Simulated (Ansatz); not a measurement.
## A family of molecules: the HOMO–LUMO gap

One atom is swapped for its congeners: InH2F `[F][InH2]`; InH2Br `[Br][InH2]`; InH2I `[InH2][I]`. The Cl member is missing. All are singlets with charge 0.

Shapes, held fixed at every level: PBE0-D4/def2-TZVP. Programs: Ansatz 0.2.0. Values in eV.

Q: How should the HOMO–LUMO gap change along the series?

A: At wB97X-V/def2-TZVPP the HOMO–LUMO gap falls at every step, from 11.08 to 9.19 eV. Every level shows the same order. For atoms past krypton def2 sets carry core potentials with scalar relativity. Relativity is left out for Br unless named. Orbital gaps aren't excitation energies, and the LUMO depends on the basis.

```
                level  InH2F  InH2Br  InH2I
     SPW92/def2-TZVPP   4.61    3.72   3.28
    PBE-D4/def2-TZVPP   4.73    3.86   3.41
 r2SCAN-D4/def2-TZVPP   5.40    4.43   3.93
   PBE0-D4/def2-TZVPP   6.91    5.80   5.21
r2SCAN0-D4/def2-TZVPP   7.33    6.16   5.54
   wB97M-V/def2-TZVPP  10.61    9.50   8.82
   wB97X-V/def2-TZVPP  11.08    9.90   9.19
```
